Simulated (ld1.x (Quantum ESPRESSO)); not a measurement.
Before and after: TM potential for In (Z = 49)

indium (In), norm-conserving Troullier–Martins (Kleinman–Bylander form), made with ld1.x (Quantum ESPRESSO) 7.5 (PW91, fully relativistic). Core [Kr] 4d10, reference 5s1 5p0 (charge +2). Waves: 5p (bound, empty): rc 2.10 bohr; 5s (bound): rc 1.75 bohr. Local part: the s channel. Core correction: a·sin(br)/r model core inside 1.60 bohr.

Open shells are filled in proportion to 2j + 1 (rel_dist='average').

All-electron outer shells of the reference configuration (PW91, scalar-relativistic, ld1.x):

```csv
shell,level (eV),outermost node (bohr),outermost maximum (bohr)
5s,-23.76,1.02,2.03
5p,-16.29,1.13,2.45
```

Change: all radii but the core radius scaled by about 1.11 (s 1.94, p 2.32 bohr).

Cutoffs: the cutoffs (Ry, on a coarse ladder) from which the occupation-weighted sum of valence levels, in a spherical-Bessel basis at the reference potential, stays within 10 and 1 mRy of its value at 400 Ry; they do not see the model core or the augmentation charge, which bear on the density cutoff. Errors are all-electron minus pseudo energies relative to the spin-unpolarised reference configuration.

Problem. How do hardness, ghosts and transferability respond?

Solution. The potential gets softer (21 Ry and 50 Ry → 10 Ry and 25 Ry); the errors of the 7 common tests hardly move; neither file shows a bound ghost. A larger radius leaves more room for a smooth pseudo-wave, so fewer plane waves are needed.

| quantity | base | changed |
| --- | --- | --- |
| cutoff, loose | 21 Ry | 10 Ry |
| cutoff, tight | 50 Ry | 25 Ry |
| bound ghosts | none | none |
| error for 5s2 5p1, meV [ΔE -24.75 eV] | -181 | -182 |
| error for 5s2 5p0, meV [ΔE -19.32 eV] | -109 | -109 |
| error for 5s2 5p0.5, meV [ΔE -22.79 eV] | -152 | -153 |
| error for 5s1 5p2, meV [ΔE -18.89 eV] | -88 | -88 |
| error for 5s2 5p1.3, meV [ΔE -25.30 eV] | -189 | -190 |
| error for 5s0 5p3, meV [ΔE -12.77 eV] | -37 | -37 |
| error for 5s1 5p1, meV [ΔE -12.72 eV] | -40 | -40 |
